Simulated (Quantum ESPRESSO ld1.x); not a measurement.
The numbers below are computed, except where a source is named.
Task: The mean radii <r> (bohr) of the occupied orbitals of an atom or ion are listed with their occupations. Code: ld1.x of Quantum ESPRESSO 7.5. Model: scalar-relativistic Kohn-Sham, LDA (Slater exchange, Perdew-Wang correlation), spin-polarised, spherical densities, point nucleus.

| orbital | occ. | <r> |
|---|---|---|
| 1s up | 1 | 0.05628 |
| 1s down | 1 | 0.05628 |
| 2s up | 1 | 0.2561 |
| 2s down | 1 | 0.2559 |
| 2p up | 3 | 0.2253 |
| 2p down | 3 | 0.2251 |
| 3s up | 1 | 0.7788 |
| 3s down | 1 | 0.7802 |
| 3p up | 3 | 0.8235 |
| 3p down | 3 | 0.8262 |
| 3d up | 5 | 1.119 |
| 3d down | 3 | 1.165 |

Name the element and its charge. Open shells, if any, are filled with parallel spins first.

Result: Z = 27, cobalt, charge +1: Co+ in [Ar] 3d8. The 1s radius gives Z: for a bare nucleus <r> = (2 gamma + 1)/(2Z) with gamma = sqrt(1 - (Z/c)^2), 0.05483 bohr for Z = 27, and screening makes it slightly larger (0.05628 here). The occupations add up to 26, and the charge is Z minus that.
